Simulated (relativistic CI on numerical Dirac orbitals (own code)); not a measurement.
# Sc20+: sensitivity of the levels to the model

Base calculation: Dirac-Coulomb-Breit CI, orbitals from a KLI potential per configuration, model QED (radiative potential, 1s self-energy scaled to tabulated hydrogen-like ionisation energies).

CI space: 1s, 2s, 2p, 3s, 3p, 3d, 4s, 4p, 4d, 4f, 5s, 5p, 5d, 5f, 5g, 6s, 6p, 6d. Levels of other configurations are missing.

The lowest level and the first level of each name with at least 55 % of one term (blank where a level has no safe partner in the second run):

```csv
Level,Base (eV),Shift (eV)
1s 2S_1/2,0.00,0.00
2p 2P°_1/2,4522.60,+1.91
2s 2S_1/2,4522.87,+1.64
2p 2P°_3/2,4531.56,+1.89
3p 2P°_1/2,5363.13,+1.91
3s 2S_1/2,5363.21,+1.83
3d 2D_3/2,5365.78,+1.91
3p 2P°_3/2,5365.78,+1.90
3d 2D_5/2,5366.65,+1.90
4p 2P°_1/2,5656.95,+1.91
4s 2S_1/2,5656.98,+1.87
4d 2D_3/2,5658.07,+1.90
4p 2P°_3/2,5658.07,+1.90
4f 2F°_5/2,5658.44,+1.90
4d 2D_5/2,5658.44,+1.90
4f 2F°_7/2,5658.62,+1.90
5p 2P°_1/2,5792.79,+1.90
5s 2S_1/2,5792.81,+1.89
5d 2D_3/2,5793.36,+1.90
5p 2P°_3/2,5793.36,+1.90
5f 2F°_5/2,5793.55,+1.90
5d 2D_5/2,5793.55,+1.90
```

(1) One thing was changed in a second run, which moved the levels as shown. Which?
A. configuration mixing switched off
B. QED terms removed
C. non-relativistic limit
D. Breit term removed

Answers

(1) B. QED terms removed. QED shifts follow the density of s (and p1/2) electrons at the nucleus, so configurations move by their count of such electrons; where none moves, the smaller shifts of p3/2 electrons and of j = l + 1/2 against j = l − 1/2 set the pattern.
